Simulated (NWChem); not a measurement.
System: BH₃; SMILES B

NWChem input:

```
start job
memory heap 200 mb stack 900 mb global 1100 mb
geometry units angstroms noautoz
  B      0.000000     0.000000     0.000000
  H     -1.165339     0.312252     0.000000
  H      0.312252    -1.165339     0.000000
  H      0.853087     0.853087     0.000000
end
basis spherical
  * library def2-tzvpd
end
dft
  xc slater vwn_5
  iterations 150
  mulliken
end
task dft energy
```

NWChem printed, in part:

```
             Northwest Computational Chemistry Package (NWChem) 7.3.0
             --------------------------------------------------------

 D3H symmetry detected

                             Geometry "geometry" -> ""
                             -------------------------

 Output coordinates in angstroms (scale by  1.889725989 to convert to a.u.)

  No.       Tag          Charge          X              Y              Z
 ---- ---------------- ---------- -------------- -------------- --------------
    1 B                    5.0000    -0.00000000    -0.00000000     0.00000000
    2 H                    1.0000     0.85308728     0.85308728     0.00000000
    3 H                    1.0000    -1.16533890     0.31225162     0.00000000
    4 H                    1.0000     0.31225162    -1.16533890     0.00000000

 Effective nuclear repulsion energy (a.u.)       7.3390842660

      Symmetry information
      --------------------

 Group name             D3h
 Group number             27
 Group order              12
 No. of unique centers     2

                                 NWChem DFT Module
                                 -----------------

 Summary of "ao basis" -> "ao basis" (spherical)
 ------------------------------------------------------------------------------
       Tag                 Description            Shells   Functions and Types
 ---------------- ------------------------------  ------  ---------------------
 B                         def2-tzvpd               13       37   6s3p3d1f
 H                         def2-tzvpd                5        9   3s2p

      Symmetry analysis of basis
      --------------------------

        a1'        15
        a1"         0
        a2'         3
        a2"         6
        e'         28
        e"         12

  Rotation of axis

            General Information
            -------------------
          SCF calculation type: DFT
          Wavefunction type:  closed shell.
          No. of atoms     :     4
          No. of electrons :     8
           Alpha electrons :     4
            Beta electrons :     4
          Charge           :     0
          Spin multiplicity:     1
          Use of symmetry is: on ; symmetry adaption is: on
          Maximum number of iterations: 150
          AO basis - number of functions:    64
                     number of shells:    28
          Convergence on energy requested:  1.00D-06
          Convergence on density requested:  1.00D-05
          Convergence on gradient requested:  5.00D-04

              XC Information
              --------------
                        Slater Exchange Functional  1.000 local
                      VWN V Correlation Functional  1.000 local

             Grid Information
             ----------------
          Grid used for XC integration:  medium
          Radial quadrature: Mura-Knowles
          Angular quadrature: Lebedev.
          Tag              B.-S. Rad. Rad. Pts. Rad. Cut. Ang. Pts.
          ---              ---------- --------- --------- ---------
          B                   0.85       49           9.0       434
          H                   0.35       45           8.0       434
          Grid pruning is: on
          Number of quadrature shells:    94
          Spatial weights used:  Erf1

      Superposition of Atomic Density Guess
      -------------------------------------

 Sum of atomic energies:         -26.03414127

      Non-variational initial energy
      ------------------------------

 Total energy =     -26.232038
 1-e energy   =     -48.017999
 2-e energy   =      14.446877
 HOMO         =      -0.409914
 LUMO         =      -0.054058

      Symmetry analysis of molecular orbitals - initial
      -------------------------------------------------

  Numbering of irreducible representations:

     1 a1'         2 a1"         3 a2'         4 a2"         5 e'
     6 e"

  Orbital symmetries:

     1 a1'         2 a1'         3 e'          4 e'          5 a2"
     6 a1'         7 e'          8 e'          9 e'         10 e'
    11 a1'        12 e"         13 e"         14 a1'

     ---------------------------------------------
      Total Density - Mulliken Population Analysis
     ---------------------------------------------

    Atom       Charge   Shell Charges
 -----------   ------   -------------------------------------------------------
    1 B    5     4.93   0.92  1.06  0.59  0.61  0.08  0.00  0.74  0.74  0.15  0.02  0.01  0.00  0.00
    2 H    1     1.02   0.25  0.53  0.23  0.01  0.00
    3 H    1     1.02   0.25  0.53  0.23  0.01  0.00
    4 H    1     1.02   0.25  0.53  0.23  0.01  0.00

   convergence    iter        energy       DeltaE   RMS-Dens  Diis-err
 ---------------- ----- ----------------- --------- --------- ---------
 d= 0,ls=0.0,diis     1    -26.2566111616 -3.36D+01  4.65D-03  2.10D-01
 d= 0,ls=0.0,diis     2    -26.2673111855 -1.07D-02  2.80D-03  3.30D-02
 d= 0,ls=0.0,diis     3    -26.2710656563 -3.75D-03  1.05D-03  1.21D-02
 d= 0,ls=0.0,diis     4    -26.2730841526 -2.02D-03  1.87D-05  1.45D-06
 d= 0,ls=0.0,diis     5    -26.2730843748 -2.22D-07  1.38D-06  1.41D-08

         Total DFT energy =      -26.273084374773
      One electron energy =      -48.902859155948
           Coulomb energy =       20.032379190367
    Exchange-Corr. energy =       -4.741688675166
 Nuclear repulsion energy =        7.339084265974

 Numeric. integr. density =        7.999999819621

                  Occupations of the irreducible representations
                  ----------------------------------------------

                     irrep           alpha         beta
                     --------     --------     --------
                     a1'               2.0          2.0
                     a1"               0.0          0.0
                     a2'               0.0          0.0
                     a2"               0.0          0.0
                     e'                2.0          2.0
                     e"                0.0          0.0

                       DFT Final Molecular Orbital Analysis
                       ------------------------------------

 Vector    2  Occ=2.000000D+00  E=-4.602635D-01  Symmetry=a1'
              MO Center= -7.1D-16, -4.4D-16,  1.2D-16, r^2= 1.4D+00
   Bfn.  Coefficient  Atom+Function         Bfn.  Coefficient  Atom+Function
  ----- ------------  ---------------      ----- ------------  ---------------
     4      0.340478  1 B  s                  3      0.327326  1 B  s
     2     -0.194457  1 B  s                 39      0.117497  2 H  s
    48      0.117497  3 H  s                 57      0.117497  4 H  s
     1     -0.099826  1 B  s                 38      0.091512  2 H  s
    47      0.091512  3 H  s                 56      0.091512  4 H  s

 Vector    3  Occ=2.000000D+00  E=-3.101876D-01  Symmetry=e'
              MO Center= -2.2D-01,  2.5D-01, -1.4D-16, r^2= 1.6D+00
   Bfn.  Coefficient  Atom+Function         Bfn.  Coefficient  Atom+Function
  ----- ------------  ---------------      ----- ------------  ---------------
     7      0.327971  1 B  px                48     -0.234899  3 H  s
    10      0.200740  1 B  px                39      0.179386  2 H  s
    49     -0.177382  3 H  s                 47     -0.157040  3 H  s
    40      0.135462  2 H  s                 38      0.119927  2 H  s
    57      0.055513  4 H  s                 13      0.044544  1 B  px

 Vector    4  Occ=2.000000D+00  E=-3.101876D-01  Symmetry=e'
              MO Center=  2.2D-01, -2.5D-01,  2.6D-31, r^2= 1.6D+00
   Bfn.  Coefficient  Atom+Function         Bfn.  Coefficient  Atom+Function
  ----- ------------  ---------------      ----- ------------  ---------------
     8      0.327971  1 B  py                57     -0.239187  4 H  s
    11      0.200740  1 B  py                58     -0.180620  4 H  s
    39      0.167669  2 H  s                 56     -0.159907  4 H  s
    40      0.126614  2 H  s                 38      0.112094  2 H  s
    48      0.071518  3 H  s                 49      0.054006  3 H  s

 Vector    5  Occ=0.000000D+00  E=-1.240798D-01  Symmetry=a2"
              MO Center= -2.7D-16, -2.1D-15,  8.7D-16, r^2= 2.0D+00
   Bfn.  Coefficient  Atom+Function         Bfn.  Coefficient  Atom+Function
  ----- ------------  ---------------      ----- ------------  ---------------
     9      0.411647  1 B  pz                12      0.400879  1 B  pz
    15      0.252414  1 B  pz                46      0.046928  2 H  pz
    55      0.046928  3 H  pz                64      0.046928  4 H  pz

 Vector    6  Occ=0.000000D+00  E= 5.746787D-03  Symmetry=a1'
              MO Center=  2.8D-15,  1.8D-14, -9.3D-16, r^2= 1.2D+01
   Bfn.  Coefficient  Atom+Function         Bfn.  Coefficient  Atom+Function
  ----- ------------  ---------------      ----- ------------  ---------------
     5      3.122889  1 B  s                  6     -2.495843  1 B  s
     4      0.799867  1 B  s                 40     -0.763567  2 H  s
    49     -0.763567  3 H  s                 58     -0.763567  4 H  s
    53     -0.167106  3 H  px                63     -0.167106  4 H  py
     3      0.140490  1 B  s                 44      0.122330  2 H  px

 Vector    7  Occ=0.000000D+00  E= 7.389119D-02  Symmetry=e'
              MO Center=  5.7D-01, -2.6D-01,  2.3D-15, r^2= 7.1D+00
   Bfn.  Coefficient  Atom+Function         Bfn.  Coefficient  Atom+Function
  ----- ------------  ---------------      ----- ------------  ---------------
    30      0.960627  1 B  d  2              26     -0.668600  1 B  d -2
    13      0.661639  1 B  px                62     -0.320098  4 H  px
    45      0.298524  2 H  py                10      0.243228  1 B  px
    49      0.178630  3 H  s                 53      0.165108  3 H  px
    63     -0.165161  4 H  py                44     -0.152813  2 H  px

     ---------------------------------------------
      Total Density - Mulliken Population Analysis
     ---------------------------------------------

[...]
```

Level: LDA (Slater exchange, VWN5)/def2-TZVPD. All runs use the structure optimised with PBE0/def2-SVP.
